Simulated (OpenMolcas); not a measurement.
Si2H3F3 (SMILES F[Si](F)(F)[SiH3]): the dipole moment, rung by rung

The species is Si2H3F3 (8 atoms), meant as a singlet with charge 0. SMILES: `F[Si](F)(F)[SiH3]`. The shape is that of a PBE0-D4/def2-TZVP optimisation.

Each level gives the dipole moment (D). The values are calculated.

| level | kind | program | value (D) | CPU time |
| --- | --- | --- | --- | --- |
| HF/cc-pVDZ | Hartree–Fock | OpenMolcas | 2.44 | 15 s |
| SVWN5/cc-pVDZ | LDA | OpenMolcas | 1.97 | 41 s |
| PBE/cc-pVDZ | GGA | OpenMolcas | 1.87 | 45 s |
| revPBE/cc-pVDZ | GGA | OpenMolcas | 1.83 | 45 s |
| M06-L/cc-pVDZ | meta-GGA | OpenMolcas | 2.13 | 54 s |
| TPSS/cc-pVDZ | meta-GGA | OpenMolcas | 1.86 | 57 s |
| r2SCAN/cc-pVDZ | meta-GGA | OpenMolcas | 1.97 | 54 s |
| M06-2X/cc-pVDZ | hybrid meta-GGA | OpenMolcas | 2.14 | 52 s |

The values span 1.83 to 2.44 D. Magnitudes only. CPU times are rough (shared hosts, several kinds of processor and program).
